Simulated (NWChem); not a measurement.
System: CH₃BBrClO; SMILES COB(Cl)Br

Excerpt of the output:

```
             Northwest Computational Chemistry Package (NWChem) 7.3.0
             --------------------------------------------------------

 CS  symmetry detected

                             Geometry "geometry" -> ""
                             -------------------------

 Output coordinates in angstroms (scale by  1.889725989 to convert to a.u.)

  No.       Tag          Charge          X              Y              Z
 ---- ---------------- ---------- -------------- -------------- --------------
    1 B                    5.0000    -0.09655855     0.59283916     0.00000000
    2 Cl                  17.0000     1.08018038     1.86814382     0.00000000
    3 Br                  35.0000     0.47516422    -1.22193964     0.00000000
    4 O                    8.0000    -1.36582180     0.93975392     0.00000000
    5 C                    6.0000    -2.51958296     0.12318151     0.00000000
    6 H                    1.0000    -3.10157824     0.36378512     0.89039865
    7 H                    1.0000    -3.10157824     0.36378512    -0.89039865
    8 H                    1.0000    -2.26379293    -0.93944407     0.00000000

 Effective nuclear repulsion energy (a.u.)     382.5908856769

      Symmetry information
      --------------------

 Group name             Cs
 Group number              2
 Group order               2
 No. of unique centers     7

                                Z-matrix (autoz)
                                --------

 Units are Angstrom for bonds and degrees for angles

[...]

      ----------------------
      Optimization converged
      ----------------------

  Step       Energy      Delta E   Gmax     Grms     Xrms     Xmax
  ---- ---------------- -------- -------- -------- -------- --------
@    6   -3174.17502604 -1.6D-07  0.00005  0.00002  0.00015  0.00036
                                     ok       ok       ok       ok

                                Z-matrix (autoz)
                                --------

 Units are Angstrom for bonds and degrees for angles

[...]

 Rotational Constants
 --------------------
 A=   0.085965 cm-1  (  0.123681 K)
 B=   0.062253 cm-1  (  0.089566 K)
 C=   0.036356 cm-1  (  0.052307 K)

 Temperature                      =   298.15K
 frequency scaling parameter      =   1.0000

 Zero-Point correction to Energy  =   30.827 kcal/mol  (  0.049126 au)
 Thermal correction to Energy     =   34.891 kcal/mol  (  0.055603 au)
 Thermal correction to Enthalpy   =   35.484 kcal/mol  (  0.056547 au)

 Total Entropy                    =   88.760 cal/mol-K
   - Translational                =   41.043 cal/mol-K (mol. weight = 156.9130)
   - Rotational                   =   28.495 cal/mol-K (symmetry #  =        1)
   - Vibrational                  =   19.223 cal/mol-K

 Cv (constant volume heat capacity) =   19.233 cal/mol-K
   - Translational                  =    2.979 cal/mol-K
   - Rotational                     =    2.979 cal/mol-K
   - Vibrational                    =   13.274 cal/mol-K

[normal modes left out]

 ----------------------------------------------------------------------------
 Normal Eigenvalue ||           Projected Infra Red Intensities
  Mode   [cm**-1]  || [atomic units] [(debye/angs)**2] [(KM/mol)] [arbitrary]
 ------ ---------- || -------------- ----------------- ---------- -----------
    1       -0.000 ||    0.001650           0.038         1.609       0.324
    2       -0.000 ||    0.000194           0.004         0.189       0.038
    3       -0.000 ||    0.000116           0.003         0.113       0.023
    4       -0.000 ||    0.000419           0.010         0.409       0.082
    5        0.000 ||    0.000024           0.001         0.023       0.005
    6        0.000 ||    0.000157           0.004         0.153       0.031
    7        4.727 ||    0.000034           0.001         0.033       0.007
    8      148.766 ||    0.003395           0.078         3.310       0.667
    9      190.263 ||    0.003620           0.084         3.529       0.711
   10      217.081 ||    0.000222           0.005         0.216       0.044
   11      398.974 ||    0.012725           0.294        12.405       2.499
   12      445.089 ||    0.009598           0.221         9.356       1.885
   13      486.928 ||    0.016845           0.389        16.422       3.308
   14      895.770 ||    0.450876          10.402       439.536      88.536
   15     1004.239 ||    0.005166           0.119         5.036       1.014
   16     1198.481 ||    0.028810           0.665        28.086       5.657
   17     1200.465 ||    0.000465           0.011         0.453       0.091
   18     1401.906 ||    0.502886          11.602       490.239      98.749
   19     1525.447 ||    0.003836           0.088         3.739       0.753
   20     1526.230 ||    0.007273           0.168         7.091       1.428
   21     1536.509 ||    0.103789           2.395       101.179      20.380
   22     3074.124 ||    0.039473           0.911        38.480       7.751
   23     3155.296 ||    0.017819           0.411        17.370       3.499
   24     3163.956 ||    0.012829           0.296        12.506       2.519
 ----------------------------------------------------------------------------
```

Level: B3LYP/6-31G* (spherical d). This build's default masses of Se (78.918 u) and Br (79.917 u) are each other's, which moves their modes by up to 0.6 %.

Question: Which NWChem input produces such a log?

Answer: This is not unique; one that fits is the input that was run:
```
start job
memory heap 200 mb stack 900 mb global 1100 mb
geometry units angstroms
  B     -0.245558    -0.626240     0.058701
  Cl    -0.601350    -1.305131     1.615504
  Br     0.445552     1.142072    -0.066713
  O     -0.473211    -1.378514    -0.996589
  C     -0.278590    -1.086690    -2.365865
  H      0.417352    -1.822520    -2.770566
  H     -1.241040    -1.181336    -2.869854
  H      0.119435    -0.079421    -2.512790
end
basis spherical
  * library 6-31g*
end
dft
  xc b3lyp
  iterations 150
end
driver
  maxiter 120
end
task dft optimize
task dft freq
```
